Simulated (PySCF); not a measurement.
Se²⁺ (selenium, charge +2) across methods

[Ar] 3d10 4s1 4p3, high-spin 5S determinant (an excited configuration). Computed with PySCF 2.14 in aug-cc-pwCVDZ-PP with ECP10MDF, with scalar relativity through the core potential. The B2PLYP total includes its PT2 part (frozen core); its orbital energies are those of the SCF part.

```json
{"method": "B2PLYP", "E (hartree)": "-371.2746", "mean ε 3d β (eV)": "-86.523", "mean ε 4s α (eV)": "-44.995", "mean ε 4p α (eV)": "-30.440", "Σ⟨r²⟩ (bohr²)": "24.23", "⟨S²⟩": "6.001"}
{"method": "BLYP", "E (hartree)": "-371.6019", "mean ε 3d β (eV)": "-77.231", "mean ε 4s α (eV)": "-39.626", "mean ε 4p α (eV)": "-27.176", "Σ⟨r²⟩ (bohr²)": "24.26", "⟨S²⟩": "6.000"}
{"method": "LDA", "E (hartree)": "-371.0721", "mean ε 3d β (eV)": "-77.433", "mean ε 4s α (eV)": "-40.100", "mean ε 4p α (eV)": "-27.593", "Σ⟨r²⟩ (bohr²)": "24.26", "⟨S²⟩": "6.001"}
{"method": "PBEsol", "E (hartree)": "-371.2902", "mean ε 3d β (eV)": "-77.229", "mean ε 4s α (eV)": "-39.981", "mean ε 4p α (eV)": "-27.548", "Σ⟨r²⟩ (bohr²)": "24.22", "⟨S²⟩": "6.001"}
{"method": "PBE0", "E (hartree)": "-371.6317", "mean ε 3d β (eV)": "-81.920", "mean ε 4s α (eV)": "-42.555", "mean ε 4p α (eV)": "-29.136", "Σ⟨r²⟩ (bohr²)": "24.21", "⟨S²⟩": "6.001"}
{"method": "UHF", "E (hartree)": "-370.53502", "mean ε 3d β (eV)": "-94.201", "mean ε 4s α (eV)": "-49.560", "mean ε 4p α (eV)": "-33.232", "Σ⟨r²⟩ (bohr²)": "24.29", "⟨S²⟩": "6.001"}
{"method": "B97-3", "E (hartree)": "-371.6871", "mean ε 3d β (eV)": "-82.238", "mean ε 4s α (eV)": "-42.491", "mean ε 4p α (eV)": "-29.035", "Σ⟨r²⟩ (bohr²)": "24.15", "⟨S²⟩": "6.001"}
{"method": "PBE", "E (hartree)": "-371.6452", "mean ε 3d β (eV)": "-77.373", "mean ε 4s α (eV)": "-39.971", "mean ε 4p α (eV)": "-27.565", "Σ⟨r²⟩ (bohr²)": "24.27", "⟨S²⟩": "6.001"}
```

Estimate the same row for r2SCAN.

E (hartree) = -371.5492; mean ε 3d β (eV) = -77.844; mean ε 4s α (eV) = -41.143; mean ε 4p α (eV) = -28.148; Σ⟨r²⟩ (bohr²) = 24.08; ⟨S²⟩ = 6.001.

Energies and moments cover only the electrons outside the core potential.
